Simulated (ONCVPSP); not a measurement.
# PBE ONCV dataset for tantalum (Ta), scalar-relativistic all-electron reference.

The input file (ONCVPSP 4.0.1):

```
# ATOM AND REFERENCE CONFIGURATION
# atsym  z   nc   nv     iexc    psfile
  Ta 73.00   10    4        4      upf
#
#   n    l    f
    1    0    2.00
    2    0    2.00
    2    1    6.00
    3    0    2.00
    3    1    6.00
    3    2   10.00
    4    0    2.00
    4    1    6.00
    4    2   10.00
    4    3   14.00
    5    0    2.00
    5    1    6.00
    5    2    4.00
    6    0    1.00
#
# PSEUDOPOTENTIAL AND OPTIMIZATION
# lmax
    2
#
#   l,   rc,      ep,       ncon, nbas, qcut
    0    2.05    0.00    4    8    7.10
    1    2.10    0.00    3    6    7.90
    2    2.30    0.00    3    8    6.80
#
# LOCAL POTENTIAL
# lloc, lpopt,  rc(5),   dvloc0
    4    5    1.75    6.00
#
# VANDERBILT-KLEINMAN-BYLANDER PROJECTORs
# l, nproj, debl
    0    2    1.20
    1    1    1.20
    2    3    1.10
#
# MODEL CORE CHARGE
# icmod, fcfact, rcfact
    3    4.50    1.75
#
# LOG DERIVATIVE ANALYSIS
# epsh1, epsh2, depsh
   -4.00    5.00    0.02
#
# OUTPUT GRID
# rlmax, drl
    6.00    0.01
#
# TEST CONFIGURATIONS
# ncnf
    4
# nvcnf
#   n    l    f
    4
    5    0    2.00
    5    1    6.00
    5    2    3.00
    6    0    2.00
#
    4
    5    0    2.00
    5    1    6.00
    5    2    3.00
    6    0    1.00
#
    4
    5    0    2.00
    5    1    6.00
    5    2    3.00
    6    0    0.00
#
    5
    5    0    2.00
    5    1    6.00
    5    2    2.00
    6    0    2.00
    6    1    1.00
#
```

Command:

```bash
oncvpsp.x < Ta.dat > Ta.out
```

The program printed (shortened: citation, most of the input echo, consistency checks and plot data are left out):

```
ONCVPSP  (Optimized Norm-Conservinng Vanderbilt PSeudopotential)
scalar-relativistic version 4.0.1

#   n    l    f        energy (Ha)
    1    0    2.00    -2.4758213E+03
    2    0    2.00    -4.2531521E+02
    2    1    6.00    -3.7267606E+02
    3    0    2.00    -9.7385456E+01
    3    1    6.00    -8.1731637E+01
    3    2   10.00    -6.3478608E+01
    4    0    2.00    -1.9806326E+01
    4    1    6.00    -1.4672208E+01
    4    2   10.00    -8.1033103E+00
    4    3   14.00    -8.4565975E-01
    5    0    2.00    -2.6209087E+00
    5    1    6.00    -1.3906759E+00
    5    2    4.00    -9.7190007E-02
    6    0    1.00    -1.8241977E-01

Reference configufation results
  iterations    31
  all-electron total energy (Ha)   -1.56044822D+04

Begin loop to  construct optimized pseudo wave functions
and semi-local pseudopoentials for all angular momenta

Calculating optimized projector #   1

 for l=   0

    Fraction of norm inside rc  0.983308
    Optimizing pswf for qcut=   7.10 a_B^-1,  ecut=  25.23 Ha
    Residual kinetic energy error=  4.30D-08 Ha

    Energy error per electron        Cutoff
         Ha          eV             Ha
         0.01000     0.27211        9.36
         0.00100     0.02721       14.34
         0.00010     0.00272       17.80
         0.00001     0.00027       20.35

Calculating optimized projector #   2

 for l=   0

    Fraction of norm inside rc  0.104828
    Optimizing pswf for qcut=   7.10 a_B^-1,  ecut=  25.23 Ha
    Residual kinetic energy error=  1.55D-07 Ha

    Energy error per electron        Cutoff
         Ha          eV             Ha
         0.01000     0.27211        4.38
         0.00100     0.02721       13.60
         0.00010     0.00272       17.86
         0.00001     0.00027       20.95

Calculating optimized projector #   1

 for l=   1

    Fraction of norm inside rc  0.942007
    Optimizing pswf for qcut=   7.89 a_B^-1,  ecut=  31.14 Ha
    Residual kinetic energy error=  2.30D-08 Ha

    Energy error per electron        Cutoff
         Ha          eV             Ha
         0.01000     0.27211        8.31
         0.00100     0.02721       10.57
         0.00010     0.00272       12.63
         0.00001     0.00027       19.90

   Wellstate for l =  2  n =  7
     eigenvalue =   1.0028
     asymptotic potential =   1.5028
     half-point radius =  5.9726

   Wellstate for l =  2  n =  7
     eigenvalue =   2.1028
     asymptotic potential =   2.6028
     half-point radius =  4.0335

Calculating optimized projector #   1

 for l=   2

    Fraction of norm inside rc  0.569639
    Optimizing pswf for qcut=   6.79 a_B^-1,  ecut=  23.06 Ha
    Residual kinetic energy error=  1.28D-08 Ha

    Energy error per electron        Cutoff
         Ha          eV             Ha
         0.01000     0.27211        9.37
         0.00100     0.02721       12.83
         0.00010     0.00272       15.62
         0.00001     0.00027       18.15

Calculating optimized projector #   2

 for l=   2

    Fraction of norm inside rc  0.104986
    Optimizing pswf for qcut=   6.79 a_B^-1,  ecut=  23.06 Ha
    Residual kinetic energy error=  1.94D-08 Ha

    Energy error per electron        Cutoff
         Ha          eV             Ha
         0.01000     0.27211        9.19
         0.00100     0.02721       12.82
         0.00010     0.00272       15.74
         0.00001     0.00027       18.35

Calculating optimized projector #   3

 for l=   2

    Fraction of norm inside rc  0.187841
    Optimizing pswf for qcut=   6.79 a_B^-1,  ecut=  23.06 Ha
    Residual kinetic energy error=  1.67D-07 Ha

    Energy error per electron        Cutoff
         Ha          eV             Ha
         0.01000     0.27211       11.28
         0.00100     0.02721       14.48
         0.00010     0.00272       17.08
         0.00001     0.00027       19.43

Construct Vanderbilt / Kleinmman-Bylander projectors

B matrix Hermiticity error, ll=   0
   1   2    2.8601E-04

  Orthonormal projector coefficients -8.5352E+00 -3.1151E+00

B matrix Hermiticity error, ll=   2
   1   2   -6.9978E-05
   1   3   -1.6175E-04
   2   3   -6.4708E-05

  Orthonormal projector coefficients -3.6754E+00  1.6106E+00 -1.0767E+00

Model core correction analysis
  based on d2Exc/dn_idn_j

d2excae - all-electron derivatives

   -2.792126D-02   -2.418831D-02   -8.658426D-03   -1.464193D-03
   -2.418831D-02   -2.439147D-02   -1.224278D-02   -2.521950D-03
   -8.658394D-03   -1.224275D-02   -1.721264D-02   -1.530575D-02
   -1.464015D-03   -2.521384D-03   -1.530301D-02   -2.580187D-02

d2excps - pseudofunction derivatives with no core correction

   -4.999820D-02   -3.452698D-02   -1.028498D-02   -3.101981D-03
   -3.452812D-02   -3.168541D-02   -1.395139D-02   -3.225084D-03
   -1.028511D-02   -1.395143D-02   -1.817626D-02   -1.559390D-02
   -3.102832D-03   -3.224513D-03   -1.559101D-02   -2.616569D-02

rms 2nd derivative error    6.951202E-03

rmatch, rhocmatch    0.9950    8.2033

Teter function model core charge with specified parameters

d2excps - pseudofunction derivatives with core correction

   -2.282476D-02   -1.805410D-02   -6.367987D-03   -1.606231D-03
   -1.805412D-02   -1.788340D-02   -9.378968D-03   -2.498922D-03
   -6.367939D-03   -9.378925D-03   -1.508145D-02   -1.473654D-02
   -1.606113D-03   -2.498540D-03   -1.473379D-02   -2.520398D-02

rms 2nd derivative error    3.317285E-03

Pseudoatom total energy  -59.382254

Diagnostic tests using Vanderbilt-Kleinman-Bylander pseudopotentials
  1 or more projectors used as specified by nproj input data

   l    rcore       rmatch      e in        delta e   norm test  slope test

   0   2.0520621   2.1143672  -2.6209087  -0.0000152   1.0004563   1.0004333
   0   2.0520621   2.1143672  -0.1824198   0.0000004   1.0000040   1.0000067

   1   2.1017566   2.1655705  -1.3906759  -0.0000008   0.9999983   0.9999971

   2   2.3128641   2.3830877  -0.0971900   0.0000078   1.0000628   1.0001227
   2   2.3128641   2.3830877   1.0028100   0.0000064   1.0001847   1.0001847
   2   2.3128641   2.3830877   2.1028100   0.0001104   1.0001514   1.0001514

 Testing for bound ghosts
   n   l    E NL Schr. Eq   E Basis Diag.   E Cutoff

   1   0       -2.620924       -2.620922     63.05
   2   0       -0.182419       -0.161866     63.05

   2   1       -1.390677       -1.390226     22.85

   3   2       -0.097182       -0.093982     82.79

 Testing for highly-localized positive-energy ghosts
       l    <radius>/rc     E Basis Diag.   E Cutoff

       0        0.725940        3.318104     63.05  WARNING - GHOST(+)

Test configuration 0

   n   l     f        eae           eps        diff
   1   0  2.0000-2475.82130121
   2   0  2.0000 -425.31521375
   2   1  6.0000 -372.67606001
   3   0  2.0000  -97.38545634
   3   1  6.0000  -81.73163657
   3   2 10.0000  -63.47860794
   4   0  2.0000  -19.80632628
   4   1  6.0000  -14.67220791
   4   2 10.0000   -8.10331034
   4   3 14.0000   -0.84565975
   5   0  2.0000   -2.62090868   -2.62092385   -1.52D-05
   5   1  6.0000   -1.39067586   -1.39067670   -8.44D-07
   5   2  4.0000   -0.09719001   -0.09718223    7.77D-06
   6   0  1.0000   -0.18241977   -0.18241935    4.17D-07

    Total energies and differences
      AE_ref= -1.56044822D+04  AE_tst= -1.56044822D+04  dif=  0.00D+00
      PS_ref= -5.93822538D+01  PS_tst= -5.93822538D+01  dif=  7.11D-14
      PSP excitation error= -7.11D-14

Test configuration 1

   n   l     f        eae           eps        diff
   1   0  2.0000-2475.88045401
   2   0  2.0000 -425.37754144
   2   1  6.0000 -372.73829328
   3   0  2.0000  -97.44699169
   3   1  6.0000  -81.79317025
   3   2 10.0000  -63.54042099
   4   0  2.0000  -19.86799041
   4   1  6.0000  -14.73402809
   4   2 10.0000   -8.16546463
   4   3 14.0000   -0.90786717
   5   0  2.0000   -2.68280139   -2.68196175    8.40D-04
   5   1  6.0000   -1.44789044   -1.44882106   -9.31D-04
   5   2  3.0000   -0.13196212   -0.13274512   -7.83D-04
   6   0  2.0000   -0.20000968   -0.19950247    5.07D-04

    Total energies and differences
      AE_ref= -1.56044822D+04  AE_tst= -1.56045591D+04  dif= -7.69D-02
      PS_ref= -5.93822538D+01  PS_tst= -5.94587771D+01  dif= -7.65D-02
      PSP excitation error= -4.25D-04

Test configuration 2

   n   l     f        eae           eps        diff
   1   0  2.0000-2476.14704793
   2   0  2.0000 -425.64233993
   2   1  6.0000 -373.00315223
   3   0  2.0000  -97.71189400
   3   1  6.0000  -82.05807631
   3   2 10.0000  -63.80521892
   4   0  2.0000  -20.13295369
   4   1  6.0000  -14.99895064
   4   2 10.0000   -8.43025950
   4   3 14.0000   -1.17255225
   5   0  2.0000   -2.94752401   -2.94805390   -5.30D-04
   5   1  6.0000   -1.71333955   -1.71444310   -1.10D-03
   5   2  3.0000   -0.38537274   -0.38633643   -9.64D-04
   6   0  1.0000   -0.42703163   -0.42718759   -1.56D-04

    Total energies and differences
      AE_ref= -1.56044822D+04  AE_tst= -1.56042480D+04  dif=  2.34D-01
      PS_ref= -5.93822538D+01  PS_tst= -5.91477311D+01  dif=  2.35D-01
      PSP excitation error= -2.87D-04

Test configuration 3

   n   l     f        eae           eps        diff
   1   0  2.0000-2476.45735862
   2   0  2.0000 -425.95023915
   2   1  6.0000 -373.31114770
   3   0  2.0000  -98.01950689
   3   1  6.0000  -82.36569763
   3   2 10.0000  -64.11275572
   4   0  2.0000  -20.44065925
   4   1  6.0000  -15.30663254
   4   2 10.0000   -8.73780818
   4   3 14.0000   -1.47981005
   5   0  2.0000   -3.25430359   -3.25833380   -4.03D-03
   5   1  6.0000   -2.01955083   -2.02238867   -2.84D-03
   5   2  3.0000   -0.67295661   -0.67549095   -2.53D-03

    Total energies and differences
      AE_ref= -1.56044822D+04  AE_tst= -1.56036977D+04  dif=  7.84D-01
      PS_ref= -5.93822538D+01  PS_tst= -5.85962208D+01  dif=  7.86D-01
      PSP excitation error= -1.57D-03

Test configuration 4

   n   l     f        eae           eps        diff
   1   0  2.0000-2476.01520464
   2   0  2.0000 -425.51541579
   2   1  6.0000 -372.87605602
   3   0  2.0000  -97.58357377
   3   1  6.0000  -81.92974949
   3   2 10.0000  -63.67736385
   4   0  2.0000  -20.00470450
   4   1  6.0000  -14.87091612
   4   2 10.0000   -8.30269162
   4   3 14.0000   -1.04488195
   5   0  2.0000   -2.81861024   -2.82119010   -2.58D-03
   5   1  6.0000   -1.57719725   -1.58262855   -5.43D-03
   5   2  2.0000   -0.22636787   -0.23087730   -4.51D-03
   6   0  2.0000   -0.25779321   -0.25838458   -5.91D-04
   6   1  1.0000   -0.08626110   -0.08513646    1.12D-03

    Total energies and differences
      AE_ref= -1.56044822D+04  AE_tst= -1.56044494D+04  dif=  3.28D-02
      PS_ref= -5.93822538D+01  PS_tst= -5.93455488D+01  dif=  3.67D-02
      PSP excitation error= -3.92D-03
```

The run took about 5.5 s on one core of a shared server CPU.
